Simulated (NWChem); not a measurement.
Molecule: AlSiH4F; SMILES [F][AlH][SiH3]

Program: NWChem. Pople sets run with spherical d functions. The geometry was optimised at PBE0/def2-SVP. B3LYP is NWChem's, with the RPA form of VWN correlation. Vertical excitations in the gas phase; the lowest state need not have the same character in each row.

For level B3LYP/6-31G*, full TDDFT:

lowest excitation, singlet (eV): 4.76
lowest triplet (eV): 4.14
orbital gap (eV): 5.79

Problem. Estimate the same quantities for level BHandHLYP/6-31G*, full TDDFT.

Solution. 
- lowest excitation, singlet (eV): 5.10
- lowest triplet (eV): 4.37
- orbital gap (eV): 7.99
